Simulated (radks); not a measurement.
The neon ion Ne+, 9 electrons, occupied as [He] 2s2 2p5 (the NIST ground configuration). Method: Dirac Kohn-Sham, B86b exchange with PBE correlation, spin-unpolarised, spherical densities, point nucleus; open shells fill j = l - 1/2 first; computed with a radial shooting solver on a logarithmic mesh with Libxc functionals.

Unscreened Slater integrals over Kohn-Sham orbitals (eV). Large and small components are both included.

| integral | value |
|---|---|
| F0(2p3/2,2p3/2) | 28.599 |
| F2(2p3/2,2p3/2) | 12.811 |
| F0(2p3/2,2p1/2) | 28.633 |
| G2(2p3/2,2p1/2) | 12.819 |
| F0(2p3/2,2s1/2) | 28.521 |
| G1(2p3/2,2s1/2) | 17.211 |
| F0(2p3/2,1s1/2) | 41.284 |
| G1(2p3/2,1s1/2) | 4.7121 |
| F0(2p1/2,2p1/2) | 28.667 |
| F0(2p1/2,2s1/2) | 28.553 |
| G1(2p1/2,2s1/2) | 17.221 |
| F0(2p1/2,1s1/2) | 41.392 |
| G1(2p1/2,1s1/2) | 4.7344 |
| F0(2s1/2,2s1/2) | 28.676 |
| F0(2s1/2,1s1/2) | 40.813 |
| G0(2s1/2,1s1/2) | 3.0428 |
| F0(1s1/2,1s1/2) | 162.39 |
